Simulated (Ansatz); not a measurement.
`CC1C=C1` + `[CH3][SbH2]` → `C[CH2][SbH2]` + `C1=CC1`  (formal exchange of groups at a C–C bond)

Computed with Ansatz on PBE0-D4/def2-TZVP structures; ΔE is electronic, products minus reactants. CCSD(T)/CBS adds triple-zeta CCSD(T) − MP2 to the extrapolated MP2 energy (def2 sets, frozen cores). This one scheme is used for every species. def2 core potentials past Kr. For Sb outer-core shells are correlated without core-valence functions, which leaves a few kJ/mol of doubt a bond.

```json
{"species": "`CC1C=C1`", "CCSD(T)/CBS(def2) energy (Eh)": "-155.72298"}
{"species": "`[CH3][SbH2]`", "CCSD(T)/CBS(def2) energy (Eh)": "-281.05548"}
{"species": "`C[CH2][SbH2]`", "CCSD(T)/CBS(def2) energy (Eh)": "-320.31453"}
{"species": "`C1=CC1`", "CCSD(T)/CBS(def2) energy (Eh)": "-116.45901"}
```

(1) Work out ΔE.

Largest T1 diagnostic among the species: 0.013.

Answers

(1) ΔE = (-320.31453) + (-116.45901) − (-155.72298) − (-281.05548) = 0.00492 Eh = +0.13 eV.

In def2-TZVPP, CCSD(T) changes the Hartree–Fock value by −0.04 eV (the triples alone add −0.00 eV) and MP2 by −0.04 eV. Leaving LDA and LC-ωPBE aside and taking each functional with its dispersion term where it has one, the values, not all of them listed here, spread over 0.03 eV, from BLYP-D4 to B97M-V.
